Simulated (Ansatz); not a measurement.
C7H8Cl2Si, SMILES `C[Si](Cl)(Cl)c1ccccc1`, 18 atoms. The species carries charge 0 and has multiplicity 1. All runs use 6 threads of an AMD EPYC 7R13 on a shared host and a share of an NVIDIA H100 80 GB. Correlated methods freeze the cores. Open-shell runs search over several starts.

Problem. Give the basis size and wall time and peak host memory of each of these runs in Ansatz. UKS PBE-D4/def2-TZVPP energy of the cation; UKS r2SCAN-D4/def2-TZVPP energy of the cation; RKS PBE-QIDH (frozen core)/def2-TZVPP energy; RKS ωB97M-V/def2-QZVPP energy; UKS B2PLYP (frozen core)/def2-TZVPP energy of the cation; RKS PBE0-D4/def2-SVP energy; RHF-CCSD(T)/def2-TZVPP energy; UKS ωB97X-V/def2-TZVPP energy of the cation; RHF-MP2/def2-QZVPP energy; RKS CAM-B3LYP-D4/def2-TZVPP energy; direct RPA on PBE orbitals/def2-TZVPP energy; RHF-CCSD(T)/def2-SVP energy. (An estimate is asked.)

Solution. Computed: Other jobs shared the machine, so times are rough.

| level | job | functions | wall time | peak host memory (GiB) |
| --- | --- | --- | --- | --- |
| RHF-CCSD(T)/def2-SVP | energy | 192 | 2.8 s | 0.82 |
| RKS CAM-B3LYP-D4/def2-TZVPP | energy | 455 | 4.1 s | 0.99 |
| RKS PBE-QIDH (frozen core)/def2-TZVPP | energy | 455 | 4.1 s | 2.2 |
| direct RPA on PBE orbitals/def2-TZVPP | energy | 455 | 4.2 s | 2.2 |
| RKS ωB97M-V/def2-QZVPP | energy | 849 | 6.5 s | 1.6 |
| RKS PBE0-D4/def2-SVP | energy | 192 | 7 s | 0.85 |
| RHF-MP2/def2-QZVPP | energy | 849 | 11 s | 1.5 |
| UKS B2PLYP (frozen core)/def2-TZVPP | energy of the cation | 455 | 11 s | 2.3 |
| UKS r2SCAN-D4/def2-TZVPP | energy of the cation | 455 | 15 s | 1.2 |
| UKS PBE-D4/def2-TZVPP | energy of the cation | 455 | 15 s | 1.1 |
| UKS ωB97X-V/def2-TZVPP | energy of the cation | 455 | 16 s | 1.3 |
| RHF-CCSD(T)/def2-TZVPP | energy | 455 | 46 s | 0.92 |
